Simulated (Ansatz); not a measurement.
Species: Ti, charge 0, triplet.

Total energies in hartree (Ansatz, a quantum-chemistry and plane-wave program). UHF or UKS for unpaired electrons; spin-orbit terms are left out. The -DK rows use spin-free X2C, correlate 3s3p of the metal (1s2s2p frozen) and give its partners the cc-pVXZ-DK valence sets. Open-shell metal atoms are single determinants of the lowest configuration found, not pure terms.

| species | HF/cc-pwCVTZ-DK | CCSD(T)/cc-pwCVTZ-DK | HF/cc-pwCVQZ-DK | CCSD(T)/cc-pwCVQZ-DK | CCSDT(Q)/cc-pwCVTZ-DK |
|---|---|---|---|---|---|
| 1: Ti (triplet) | -852.75047 | -853.16594 | -852.75171 | -853.18299 | -853.16733 |
| 2: Ti (quintet) | -852.72322 | -853.13306 | -852.72444 | -853.15202 | -853.13390 |

Work out the quintet-triplet gap (Ti (quintet) against Ti (triplet), E(quintet) - E(triplet)) in eV: take Hartree-Fock from cc-pwCVQZ-DK, extrapolate the CCSD(T) correlation energy as X^-3 (X = 3, 4), and add CCSDT(Q) - CCSD(T) in cc-pwCVTZ-DK. 1 hartree = 27.211 eV.


Species 1: correlation (64·(-0.43128) - 27·(-0.41547))/37 = -0.44282; step -0.00139; E1 = -852.75171 + (-0.44282) + (-0.00139) = -853.19592
Species 2: correlation (64·(-0.42758) - 27·(-0.40984))/37 = -0.44053; step -0.00084; E2 = -852.72444 + (-0.44053) + (-0.00084) = -853.16581
-1·E1 +1·E2 = 0.03011 hartree = 0.82 eV.
